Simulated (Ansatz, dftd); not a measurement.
Reaction: CH5BS (SMILES BSC) → CH4BS (SMILES [BH]SC, doublet) + H (doublet) (the B-H bond breaks)
Each species at its own B3LYP-D3(BJ)/def2-TZVP minimum (Ansatz, a quantum-chemistry and plane-wave program).

Quantity: bond dissociation energy (electronic), in kcal/mol. UHF or UKS for unpaired electrons; spin-orbit terms are left out. Correlated methods leave the cores frozen. Rows without X2C or -DK are non-relativistic. CBS(X,Y): correlation extrapolated as X^-3, Hartree-Fock from the larger set. A bracket is a step between two methods taken in the basis named. The functionals are non-relativistic, so their misses hold any scalar relativity. Double hybrids freeze cores in their MP2 part. 'core' is core correlation in cc-pwCVTZ (1s frozen past Ne), 'X2C' scalar relativity in cc-pVTZ-DK, both at CCSD(T). For partners of very few electrons the exact lower level stands in for a higher one.

Compared with CCSD(T)/CBS(cc-pV(T+d)Z,cc-pV(Q+d)Z) + [CCSDT(Q) - CCSD(T)]/cc-pV(D+d)Z + core + X2C (Ansatz): 109.9 kcal/mol.

Costs are rough ratios of core time, to one figure, on one kind of shared machine, summed over the single points of the molecules; atoms, geometries and frequencies are left out. The first row took roughly 10 core seconds; short runs hold start-up time.

```csv
level,program,cost relative to the first row,difference (kcal/mol)
B3LYP/def2-TZVPD,Ansatz,1,-1.8
B2PLYP-D4/def2-TZVPD,Ansatz + dftd4,2,-1.9
B2PLYP/def2-TZVPD,Ansatz,2,-2.0
wB97X-V/def2-TZVPD,Ansatz,2,0.4
wB97M-V/def2-TZVPD,Ansatz,2,0.9
CCSDT(Q)/cc-pV(D+d)Z,Ansatz,60,-4.5
```

The dearest row costs roughly 60 times the first. Costs within a factor of two don't rank. The table holds for this case alone.
